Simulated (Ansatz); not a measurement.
Molecule: C2H6BO, net charge -1, singlet state. It need not be the lowest isomer of its formula. Whether it binds its extra electron was not tested at this geometry. 
Coordinates optimised at B3LYP-D3(BJ)/def2-TZVP (Ansatz, a quantum-chemistry and plane-wave program):
```xyz
10

B     -0.0590     0.2257     0.0646
C      1.4738    -0.2491    -0.2986
C     -1.1470    -1.0020    -0.0596
O     -0.3731     1.4287     0.4091
H      1.5484    -0.6475    -1.3216
H      1.8200    -1.0585     0.3615
H      2.1783     0.5841    -0.2088
H     -2.1580    -0.6616     0.1866
H     -1.1704    -1.4285    -1.0737
H     -0.8989    -1.8396     0.6094
```
Charge -1, spin multiplicity 1.

Basis-set convergence of Hartree-Fock and CCSD(T) correlation energies (hartree) with Ansatz. Cores are frozen in the correlated levels unless marked. Spin-orbit coupling is left out. No relativistic terms. This anion needs diffuse functions, which these sets lack.

```
basis    functions       E(HF)  E(corr, CCSD(T))
-------  ---------  ----------  ----------------
cc-pVDZ          -  -178.83057          -0.63621
cc-pVTZ        204         ___               ___
```

Task: Complete the blanks.

Result: 
- cc-pVTZ, E(HF): -178.89035
- cc-pVTZ, E(corr, CCSD(T)): -0.77857
